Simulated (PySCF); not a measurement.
## Fractional electron number in Bi+ (bismuth, charge +1)

The 6p alpha orbital of [Xe] 4f14 5d10 6s2 6p2 is emptied in steps (occupation f), with all orbitals relaxed, ending at [Xe] 4f14 5d10 6s2 6p1. Calculation: PySCF 2.14, in def2-TZVPPD with the def2 core potential (60 electrons); a scalar-relativistic core potential. The exact energy is a straight line in f; departures are measured from the line between the end points of the same method.

| f | UHF (eV) | LDA (eV) | PBE (eV) | PBE0 (eV) | r2SCAN (eV) | LC-wPBE (eV) | BHandHLYP (eV) | wB97X (eV) | CAM-B3LYP (eV) | HSE06 (eV) |
| --- | --- | --- | --- | --- | --- | --- | --- | --- | --- | --- |
| 1 | 0.000 | 0.000 | 0.000 | 0.000 | 0.000 | 0.000 | 0.000 | 0.000 | 0.000 | 0.000 |
| 0.9 | 0.032 | -0.350 | -0.339 | -0.247 | -0.318 | -0.019 | -0.165 | -0.047 | -0.145 | -0.285 |
| 0.7 | 0.073 | -0.818 | -0.793 | -0.575 | -0.736 | -0.042 | -0.385 | -0.112 | -0.339 | -0.665 |
| 0.5 | 0.086 | -0.976 | -0.945 | -0.683 | -0.865 | -0.047 | -0.459 | -0.135 | -0.404 | -0.791 |
| 0.3 | 0.071 | -0.821 | -0.794 | -0.572 | -0.716 | -0.036 | -0.386 | -0.114 | -0.339 | -0.663 |
| 0.1 | 0.030 | -0.352 | -0.340 | -0.244 | -0.303 | -0.014 | -0.166 | -0.049 | -0.146 | -0.283 |
| 0 | 0.000 | 0.000 | 0.000 | 0.000 | 0.000 | 0.000 | 0.000 | 0.000 | 0.000 | 0.000 |

| method | E(f=0) − E(f=1) (eV) | −ε at f=1 (eV) | −ε at f=0.5 (eV) |
| --- | --- | --- | --- |
| UHF | 15.308 | 15.663 | 15.302 |
| LDA | 15.981 | 12.104 | 15.974 |
| PBE | 15.763 | 11.998 | 15.761 |
| PBE0 | 15.823 | 13.080 | 15.831 |
| r2SCAN | 15.910 | 12.361 | 15.971 |
| LC-wPBE | 15.900 | 15.681 | 15.918 |
| BHandHLYP | 15.735 | 13.907 | 15.733 |
| wB97X | 15.549 | 15.028 | 15.541 |
| CAM-B3LYP | 15.865 | 14.257 | 15.862 |
| HSE06 | 15.816 | 12.653 | 15.819 |

Orbital energy along the path (eV):

| f | UHF | LDA | PBE | PBE0 | r2SCAN | LC-wPBE | BHandHLYP | wB97X | CAM-B3LYP | HSE06 |
| --- | --- | --- | --- | --- | --- | --- | --- | --- | --- | --- |
| 1 | -15.663 | -12.104 | -11.998 | -13.080 | -12.361 | -15.681 | -13.907 | -15.028 | -14.257 | -12.653 |
| 0.9 | -15.588 | -12.867 | -12.745 | -13.631 | -13.092 | -15.734 | -14.271 | -15.126 | -14.576 | -13.284 |
| 0.7 | -15.442 | -14.412 | -14.248 | -14.733 | -14.547 | -15.832 | -15.000 | -15.328 | -15.217 | -14.549 |
| 0.5 | -15.302 | -15.974 | -15.761 | -15.831 | -15.971 | -15.918 | -15.733 | -15.541 | -15.862 | -15.819 |
| 0.3 | -15.168 | -17.544 | -17.275 | -16.922 | -17.325 | -15.986 | -16.467 | -15.764 | -16.509 | -17.087 |
| 0.1 | -15.038 | -19.110 | -18.787 | -18.000 | -18.622 | -16.030 | -17.205 | -15.987 | -17.158 | -18.340 |
| 0 | -14.976 | -19.883 | -19.542 | -18.535 | -19.251 | -16.047 | -17.581 | -16.091 | -17.487 | -18.956 |

Reference removal energy between the ground levels: 16.703 eV (measured; NIST Atomic Spectra Database, ionization energies). The calculation has no spin-orbit coupling. UHF lacks correlation.
